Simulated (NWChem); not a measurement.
ScCl₂, doublet; SMILES [Cl][Sc][Cl]

```xyz
3

Sc     0.2171     0.0000     0.6310
Cl    -0.1209     2.0131    -0.3514
Cl    -0.1209    -2.0131    -0.3514
```
Atoms are numbered in this order, from 1.

Level: PBE-D3(BJ)/def2-SVP, spin-unrestricted (NWChem), optimised geometry, unscaled harmonic frequencies. This spin state was assumed; another may lie lower.

```
frequency (cm⁻¹)  IR intensity (km/mol)
----------------  ---------------------
79                                  5.2
386                                45.3
467                               119.1
```

```
Quantity                                                                                              Value
-----------------------------------------------------------------------------------------  ----------------
zero-point energy                                                                              1.3 kcal/mol
thermal correction to the enthalpy at 298.15 K (with zero-point energy)                        4.5 kcal/mol
heat capacity Cv                                                                           10.7 cal/(mol K)
entropy at 298.15 K and 1 atm (symmetry number 2, electronic part: spin degeneracy alone)  72.1 cal/(mol K)
dipole moment                                                                                        3.32 D
```

Rigid rotor and harmonic oscillator; modes under 100 cm⁻¹ make the entropy uncertain.
